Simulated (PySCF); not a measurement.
# How good is the calculation?

Bonds (- single, = double, # triple, : aromatic): C1=C2, C2-C3, C3=O4, C3-N5, N5-C6, N5-C7. C1 carries H8, H9; C2 carries H10; C6 carries H11, H12, H13; C7 carries H14, H15, H16. H8 is cis to C3; H9 is trans to C3.

The experiment to reproduce: δ 1H H10 6.64; H8 6.12; H9 5.55 ppm (measured; solution, not stated per compound (mostly CDCl3 or CCl4); Pretsch, Buehlmann, Badertscher, Structure Determination of Organic Compounds, 4th ed. (2009)).

Calculated, not measured (PySCF): geometry: PBE0-D3(BJ)/def2-SVP, shieldings: GIAO B3LYP/pcSseg-1. Non-relativistic, one conformer, fast rotation and ring inversion assumed for equivalent nuclei, no solvent model.

Problem. Set the calculated values beside the experiment.

Solution. 
Reference values: measured (solution, not stated per compound (mostly CDCl3 or CCl4); Pretsch, Buehlmann, Badertscher, Structure Determination of Organic Compounds, 4th ed. (2009)).
```
atoms  quantity  reference  computed
  H10      δ 1H       6.64      6.52
   H8      δ 1H       6.12      6.90
   H9      δ 1H       5.55      5.90
```

Computed shifts are σ(ref) − σ with the named reference compound (TMS for H and C) calculated as an isolated molecule at the same level.

Problem. How far are the unscaled 1H shifts from the references?

Solution. Mean signed difference +0.34 ppm, mean absolute 0.42 ppm over 3 comparisons; the largest is +0.78 ppm at H8 (hydrogen on a β carbon of a C=C–C=O unit).

3 of the 6 published NMR values on file for this molecule are compared.
